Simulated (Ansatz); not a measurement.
C$_{2}$H$_{6}$Ge$_{2}$ (`[GeH3][C]#[C][GeH3]`). The species carries charge 0 and has multiplicity 1. Geometry: relaxed with PBE0-D4/def2-TZVP.

```xyz
10

Ge    0.902   -1.130   -2.047
C     0.218   -0.272   -0.496
C    -0.218    0.274    0.495
Ge   -0.902    1.130    2.047
H    -0.003   -0.789   -3.237
H     2.326   -0.622   -2.302
H     0.914   -2.644   -1.808
H    -2.351    1.554    1.778
H    -0.038    2.359    2.352
H    -0.848    0.141    3.218
```

Problem. What is the dipole moment at PBE/def2-TZVPP? (An estimate is asked.)

Solution. Ansatz gave: 0.00 D, zero by symmetry or nearly so.

Problem. Give the Mulliken charges with PBE, B3LYP, ωB97M-V in def2-TZVPP. (Estimate.)

Solution. The calculation gave: 
```json
{"atom": "Ge1", "PBE": "0.13", "B3LYP": "0.15", "ωB97M-V": "0.12"}
{"atom": "C2", "PBE": "-0.15", "B3LYP": "-0.17", "ωB97M-V": "-0.20"}
{"atom": "C3", "PBE": "-0.15", "B3LYP": "-0.17", "ωB97M-V": "-0.20"}
{"atom": "Ge4", "PBE": "0.13", "B3LYP": "0.15", "ωB97M-V": "0.12"}
{"atom": "H5", "PBE": "0.01", "B3LYP": "0.00", "ωB97M-V": "0.03"}
{"atom": "H6", "PBE": "0.01", "B3LYP": "0.00", "ωB97M-V": "0.03"}
{"atom": "H7", "PBE": "0.01", "B3LYP": "0.00", "ωB97M-V": "0.03"}
{"atom": "H8", "PBE": "0.01", "B3LYP": "0.00", "ωB97M-V": "0.03"}
{"atom": "H9", "PBE": "0.01", "B3LYP": "0.00", "ωB97M-V": "0.03"}
{"atom": "H10", "PBE": "0.01", "B3LYP": "0.00", "ωB97M-V": "0.03"}
```

B3LYP here is the variant with VWN-RPA as its local correlation; programs differ in this.
